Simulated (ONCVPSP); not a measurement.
**Reading a pseudo-wave (copper)**

Columns: radius, all-electron u(r) and pseudo u(r) of the 3s shell (level -139.80 eV) of copper in the configuration [Ne] 3s2 3p6 3d9; LDA (Perdew-Wang 92), scalar-relativistic, ONCV scheme, ONCVPSP 4.0.1.

```
r (bohr)  all-electron  pseudo
   0.060        0.1041  0.0231
   0.120       -0.5704  0.0787
   0.180       -0.6838  0.1882
   0.240       -0.3740  0.3550
   0.300        0.0932  0.5652
   0.360        0.5438  0.7907
   0.420        0.8992  0.9997
   0.480        1.1390  1.1652
   0.540        1.2729  1.2715
   0.600        1.3219  1.3156
   0.660        1.3076  1.3037
   0.720        1.2509  1.2496
   0.780        1.1678  1.1675
   0.840        1.0704  1.0703
   0.900        0.9674  0.9672
   0.960        0.8647  0.8645
   1.020        0.7660  0.7658
   1.080        0.6737  0.6736
   1.140        0.5890  0.5889
   1.200        0.5124  0.5123
   1.260        0.4439  0.4438
   1.320        0.3832  0.3831
   1.380        0.3297  0.3296
   1.440        0.2829  0.2829
   1.500        0.2422  0.2421
   1.560        0.2069  0.2069
```

(1) How many radial nodes do the two functions have?

(2) At about which radius was the pseudo-wave matched?

(3) Is the pseudo-wave norm-conserving?

Results:

(1) The all-electron 3s function has n − l − 1 = 2; the pseudo-wave has 0, since the states of the same l below it are removed with the core.

(2) 1.00 bohr. The columns agree to 0.0005 from 0.78 bohr on; several derivatives are matched, so the curves merge somewhat inside the radius.

(3) Yes: the ONCV scheme keeps the norm inside the radius equal to the all-electron one, which fixes the energy derivative of the logarithmic derivative at the level.
